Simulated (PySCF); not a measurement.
Molecule: SMILES [OH][Sn][Br]. Atoms near the plane z = 0.0 Å, at the CAM-B3LYP/def2-SVP optimised geometry (x, y, z in Å): Sn1 (-1.2, -1.2, 0.0), Br2 (1.4, -1.2, 0.0), O3 (-1.4, 0.7, 0.0), H4 (-0.6, 1.2, 0.0).

Computed with CAM-B3LYP/def2-TZVP, def2 effective core potentials past Kr (PySCF 2.14.0). The core electrons that the potentials of Sn replace are not part of the density. Cells within 0.4 Å of a nucleus heavier than hydrogen are left out (blank, or x). The values are rescaled to run from 0 to 1.

```
|00000000000000000000000000000|
|00000000000000000000000000000|
|00000000000000000000000000000|
|00000011111111000000000000000|
|00001122222222110000000000000|
|00012223333333211000000000000|
|00122334444443321000000000000|
|01223445555555432100000000000|
|01234556666765432111000000000|
|01234567777776543211111100000|
|12345678xx8776543222222110000|
|1234567xxxx765443333332221100|
|12345678xx8765443344433322110|
|12234567887665444444444432210|
|11234566776655444555555443221|
|12234556666655555666666544321|
|12334556777765556677776654322|
|12344567899876566778877654432|
|223456789xx98666679xx97665432|
|23345678xxx9866677xxxx7665432|
|233456789xx97666678xx97665432|
|23345567899876566778877654432|
|22344566777765556677776654322|
|12334556666655555666665544321|
|12234455555544444555555443221|
|11233444444443334444444432210|
|01122333444333333334433322110|
|00112233333322222233332221100|
|00011222222221111222222110000|
```
Scale: ten equal steps from 0.000 (start of '0') to 1.00 (end of '9'), in the order '0123456789'; x runs from -3.50 to 3.50, y from -3.50 (bottom) to 3.50 (top).

Task: Which quantity is mapped?
A) log10 of the electron density
B) deformation density (molecule minus spherical neutral atoms)
C) electron localisation function
D) an orbital amplitude

Result: A, log10 of the electron density. In full: log10 of the electron density (e/bohr³), floored at −4.
